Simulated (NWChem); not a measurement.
Basis-set convergence for H$_{4}$PbSi

```xyz
6

Pb     0.3257    -0.3581     0.0000
H     -1.1560    -1.4726     0.0000
Si    -1.4367     1.7410     0.0000
H     -2.3270     1.6852     1.2080
H     -2.3270     1.6852    -1.2080
H     -0.7820     3.0908     0.0000
```
Charge 0, spin multiplicity 1.

All runs are NWChem calculations. Structure: optimised with PBE0/def2-SVP with def2 effective core potentials on Pb, a minimum by its harmonic frequencies.

Quantity: dipole moment at the level PBE.

Effective core potentials replace the inner electrons of Pb; spin-orbit coupling is left out. The structure started from a generated list of species.

The cost column gives rough processor time relative to def2-SVP; each entry includes its own SCF.

```csv
basis,functions,dipole moment (D),relative cost
def2-SVP,64,1.82,1
def2-SVPD,88,1.87,under 3
def2-TZVP,111,1.95,3
def2-TZVPD,135,1.96,6
def2-TZVPP,148,1.95,5
```

Smallest basis within 0.1 D of def2-TZVPP, the largest set run: def2-SVPD, with 88 functions against 148 and about 30 % of the time (also within reach: def2-TZVP, def2-TZVPD). def2-TZVPP isn't the basis-set limit itself, and a small set can land close by cancellation.
